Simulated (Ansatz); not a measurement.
Reactions of CH5ClO2Si, SMILES `O[SiH](O)CCl`.

Calculated with Ansatz (gas phase, PBE0-D4/def2-TZVP geometries, no zero-point term in ΔE). CCSD(T)/CBS adds triple-zeta CCSD(T) − MP2 to the extrapolated MP2 energy (def2 sets, frozen cores). This one scheme is used for every species. Each species was taken in one conformer, which may not be the lowest.

Q: Order these by ΔE at CCSD(T)/CBS, lowest first. (Estimate.)
A. `O[SiH](O)CCl` + `O[SiH](F)F` → `O[SiH](O)O[SiH](F)F` + `CCl`
B. `O[SiH](O)CCl` + `FC[SiH3]` → `FC([SiH3])CCl` + `O[SiH2]O`
C. `O[SiH](O)CCl` + `C[SiH](F)S` → `C[SiH](F)S[SiH](O)O` + `CCl`
D. `O[SiH](O)CCl` + `BN=C` → `C=NBCCl` + `O[SiH2]O`
E. `O[SiH](O)CCl` + CH₄ → `CC[SiH](O)O` + HCl
F. `O[SiH](O)CCl` + CH₃SH → `CS[SiH](O)O` + `CCl`

A: A (-138.3 kJ/mol), C (-81.5 kJ/mol), F (-67.9 kJ/mol), E (-15.7 kJ/mol), D (-2.7 kJ/mol), B (+27.7 kJ/mol).

Largest T1 diagnostic: 0.016, for `BN=C`.
